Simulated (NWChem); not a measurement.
System: AlF₄ anion; SMILES [F][Al-]([F])([F])[F]

Results from NWChem. Sets without diffuse functions describe the anion's extra electron poorly. Geometry: optimised at B3LYP/def2-SVPD.

Taking PBE/cc-pVQZ as the yardstick, which of these has the fewest basis functions while keeping “highest occupied level (eV)” within 0.1 eV of it: PBE/aug-cc-pVDZ; PBE/cc-pVTZ; PBE/cc-pVDZ; PBE/aug-cc-pVTZ?

none of them.
```tsv
level	basis functions	highest occupied level (eV)	relative time (rough)
PBE/cc-pVDZ	74	-2.53	1
PBE/aug-cc-pVDZ	119	-3.42	3
PBE/cc-pVTZ	154	-3.06	5
PBE/aug-cc-pVTZ	234	-3.44	10
PBE/cc-pVQZ	279	-3.28	20
```

The yardstick is one finite set, not the basis-set limit.
